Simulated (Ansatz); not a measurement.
Gas-phase electronic energies from Ansatz, PBE0-D4/def2-TZVP geometries. CBS: MP2 limit from def2 TZ/QZ plus the TZ coupled-cluster correction, frozen cores. Double bonds are as drawn, so ΔE can hold a change between cis and trans. Elements past krypton have def2 core potentials. For Te outer-core shells are correlated without core-valence functions, which leaves a few kJ/mol of doubt a bond. Each species was taken in one conformer, which may not be the lowest.

Consider the formal exchange of groups at the Si–H bond: `C1[SiH2][Te]1` + `C/N=C(/O)Cl` → `O[SiH]1C[Te]1` + `C/N=C/Cl`.

`C1[SiH2][Te]1`:

Cartesian coordinates in Å:
```
C -0.211 -0.909 0.000
Si 0.283 0.852 0.201
Te -0.762 0.149 -1.880
H -1.090 -1.284 0.512
H 0.546 -1.664 -0.182
H 1.728 1.170 0.203
H -0.494 1.686 1.145
```

`C/N=C(/O)Cl`:

Z-matrix (Å, degrees):
```
C
N 1 1.434
H 1 1.094 2 113.5
H 1 1.093 2 109.2 3 -121.6
H 1 1.093 2 109.1 3 121.6
C 2 1.244 1 123.7 3 0.7
Cl 6 1.742 2 127.1 1 -0.0
O 6 1.335 2 123.6 1 180.0
H 8 0.968 6 105.7 2 -0.0
```

`O[SiH]1C[Te]1`:

```xyz
8

O    -0.706    0.565   -1.716
Si   -0.438   -0.420   -0.439
C     0.275    0.214    1.123
Te    1.801   -1.133    0.171
H     0.039    1.083   -2.028
H    -1.572   -1.357   -0.376
H     0.649    1.232    1.183
H    -0.047   -0.183    2.081
```

`C/N=C/Cl`:

Z-matrix (Å, degrees):
```
C
N 1 1.441
H 1 1.098 2 113.9
H 1 1.093 2 108.8 3 121.9
H 1 1.093 2 108.8 3 -121.9
C 2 1.244 1 117.8 3 -0.2
Cl 6 1.728 2 121.7 1 -180.0
H 6 1.094 2 126.4 1 0.0
```

| level | ΔE (eV) |
| --- | --- |
| MP2/def2-TZVPP | -1.24 |
| HF/CBS(def2) | -1.33 |

Problem. What does CCSD(T)/CBS give? (Best estimate.)

Solution. The calculation gave: -1.26 eV. The listed levels differ from it by 0.02, -0.07 eV.

Largest T1 diagnostic among the species: 0.013.

In def2-TZVPP, CCSD(T) changes the Hartree–Fock value by +0.09 eV (the triples alone add +0.03 eV) and MP2 by +0.06 eV. From PBE to PBE0 (25 % exact exchange), in def2-TZVPP and without D4, ΔE moves by −0.05 eV.
